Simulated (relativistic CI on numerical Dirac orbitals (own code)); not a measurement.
Computed by Dirac-Coulomb-Breit CI, separate exchange-only KLI orbitals for each configuration, model QED, unscaled Slater integrals (own radial code, finite nucleus).

The strongest absorption lines from the ground level of an ion, among the configurations computed and to levels below about 15300 eV (vacuum wavelength in nm, gf): 0.08111 (0.044), 0.08154 (0.026), 0.08991 (0.1), 0.09094 (0.065), 0.11742 (0.37), 0.12170 (0.27), 0.86819 (0.24), 6.8431 (0.013).

Task: Which ion is it?
A. Tb62+
B. Lu68+
C. Lu66+
D. Lu70+

Result: B. Lu68+ has 3 electrons and the ground level 2s 2S_1/2; the strongest line goes to 3p 2P°_3/2. The pattern of lines fixes the number of electrons, and along that sequence the line energies rise steadily with the charge (about as its square where n changes within one kind of shell, about linearly where n is kept but much faster in heavy ions where fine structure, which grows about as Z⁴, sets the gap, and irregularly where shells cross), which fixes Z. Configurations outside the model, such as inner-shell arrays, can give stronger lines. At this charge energies of transitions that change n are usually good to better than 1 %, and those within a shell (Δn = 0) to a few per cent.
